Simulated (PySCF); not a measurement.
A side-by-side comparison of computed properties.

First species: C3H13NOSi3.
SMILES: `C([Si@H]1N[SiH2]C[SiH2]1)OC`

Second species: C5H13PSi.
InChI=1S/C5H13PSi/c1-5(2)6-7(3)4/h6-7H,1H2,2-4H3

Levels: PBE0/pcSseg-1 for HOMO energy, LUMO energy and HOMO–LUMO gap. Geometries: GFN2-xTB. All species are isolated and taken at one optimised geometry, non-relativistic unless stated. Electronic properties by PySCF.

Dipoles, sizes and rotational constants follow the conformer. The torsions of the flexible species, by atom-mapped SMILES:
- `[CH2:1]=[C:2]([CH3:3])[PH:4][SiH:5]([CH3:6])[CH3:7]`: C1–C2–P4–Si5 95°, C2–P4–Si5–C6 -71°

The conformers of `COC[Si@H]1N[SiH2]C[SiH2]1` aren't listed.

Values for the first species:

| Item | Value |
| --- | --- |
| HOMO energy | -7.00 eV |
| LUMO energy | 0.22 eV |
| HOMO–LUMO gap | 7.22 eV |

(1) Estimate the same properties for the second species, and the change in each.

Results:

(1) 
```csv
property,first,second,second less first
HOMO energy,-7.00 eV,-6.59 eV,+0.41 eV
LUMO energy,0.22 eV,-0.01 eV,-0.23 eV
HOMO–LUMO gap,7.22 eV,6.58 eV,-0.64 eV
```

On the first:  GFN2-xTB frequencies show an imaginary mode (46i cm⁻¹), so this geometry is no minimum at that level.

